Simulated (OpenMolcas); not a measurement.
## What dynamic correlation does to the levels of Eu³⁺

```json
{
 "Program": "OpenMolcas",
 "Basis": "ANO-R2 [8s6p4d3f1g]",
 "Scalar Hamiltonian": "X2C, finite nucleus",
 "Active space": "6 electrons in 7 orbitals (4f)",
 "State averaging": "2S+1 = 7 even, 7 roots; 2S+1 = 5 even, 140 roots (5 in the spin-orbit step)",
 "Spin-orbit coupling": "state interaction with AMFI integrals over the reference wave functions, term energies averaged over their components"
}
```

Methods on the same reference wave functions:
A. CASSCF
B. SS-CASPT2, IPEA 0.25 Eh, imaginary shift 0.1 Eh (closed shells correlated: 5s 5p)

Energies in cm⁻¹ above 4f⁶ ⁷F₀.

```
  Level     A     B
4f⁶ ⁷F₀   0.0   0.0
4f⁶ ⁷F₁   382   410
4f⁶ ⁷F₂  1107  1180
4f⁶ ⁷F₃  2105  2230
4f⁶ ⁷F₄  3303  3460
4f⁶ ⁷F₅  4643  4820
4f⁶ ⁷F₆  6088  6260
```

The lowest spin-free term lies below A's lowest term by 0.397 hartree in B.

CASPT2 does not keep the components of a term degenerate, so their means are used; among the terms shown or strongly mixed into the levels shown the widest spread is 50 cm-1 (4f⁶ ⁷F, B). High states are left out of the spin-orbit mixing, which shifts the levels that they would mix with. Without dynamic correlation excited terms often stand tens of per cent too high (terms of higher spin than the ground term too low), and those without a measured partner can miss by more than the paired ones (holds for A). Only configurations of the active space appear. Levels that lie high or do not pair safely by name in every column are left out.
